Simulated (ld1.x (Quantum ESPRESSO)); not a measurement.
Sn (Z = 50), TM: configuration errors across variants

Sn (Z = 50), norm-conserving Troullier–Martins (Kleinman–Bylander form), made with ld1.x (Quantum ESPRESSO) 7.5 (LDA (PZ), fully relativistic). Core [Kr], reference 4d10 5s2 5p2. Waves: 5p (bound): rc 2.05 bohr; 4d (bound): rc 1.65 bohr; 5s (bound): rc 2.20 bohr. Local part: the s channel. Core correction: none.

Open shells are filled in proportion to 2j + 1 (rel_dist='average').

All-electron excitation energies from the reference (eV): (1) 4d10 5s2 5p1 7.112; (2) 4d10 5s2 5p0 21.395; (3) 4d10 5s1 5p0 52.844; (4) 4d9 5s2 5p2 32.751; (5) 4d10 5s1 5p3 7.055; (6) 4d10 5s1 5p2 14.826; (7) 4d10 5s0 5p4 14.359.

3 further variants failed, have other tests or another functional or relativity, and are left out.

A true bound ghost makes a file unfit for plane-wave use even where its test errors are small: the radial tests pick states by their node count and pass the ghost by.

Errors AE − PS in meV (a dash: test not solved or not reliable):

```tsv
change	(1)	(2)	(3)	(4)	(5)	(6)	(7)	bound ghosts
base	+1.1	+4.4	+21	-222	+0.1	+4.4	0.0	none
wave 5s (bound): rc 2.20 bohr becomes 5s (bound): rc 1.46 bohr	+1.0	+7.8	+52	+9.1	+1.3	+7.1	+2.6	p1/2
local potential all-electron potential smoothed inside 1.50 bohr (lloc = -1)	+5.5	+2.9	+20	+491	+5.0	+31	+29	s
all radii scaled by about 1.05 (s 2.32, p 2.16, d 1.74 bohr)	+1.2	+5.5	+25	-201	-1.1	+3.7	-5.7	none
core correction a·sin(br)/r model core inside 0.68 bohr	+0.7	-0.3	-9.6	-267	-1.3	+1.2	-6.1	none
wave 4d (bound): rc 1.65 bohr becomes 4d (bound): rc 2.18 bohr	+1.2	+4.8	+21	-71	-0.3	+4.1	-1.5	none
type PAW; waves now 5s (bound): rcut 1.90, rcutus 2.20 bohr; 5s channel at 0.55 Ry: rcut 1.90, rcutus 2.20 bohr; 5p (bound): rcut 1.80, rcutus 2.05 bohr; 5p channel at 1.6 Ry: rcut 1.80, rcutus 2.05 bohr; 4d (bound): rcut 1.45, rcutus 1.65 bohr; 4d channel at -1.35 Ry: rcut 1.45, rcutus 1.65 bohr; local potential all-electron potential smoothed inside 1.95 bohr (lloc = -2); core correction a·sin(br)/r model core, default radius (ld1.x builds one for every PAW set, though the input has nlcc=.false.); augmentation PSQ, inside the norm-conserving radii	+0.1	-0.4	-6.9	-107	0.0	-0.2	-0.6	not determined
wave 4d (bound): rc 1.65 bohr becomes 4d (bound): rc 1.46 bohr	+1.1	+4.2	+21	-243	+0.1	+4.3	0.0	none
```

(1) Give the same row for: wave 5p (bound): rc 2.05 bohr becomes 5p (bound): rc 1.32 bohr.

Answers

(1) +5.0, +55, +83, -255, +0.1, -4.8, -7.8; bound ghosts: p3/2, p1/2.
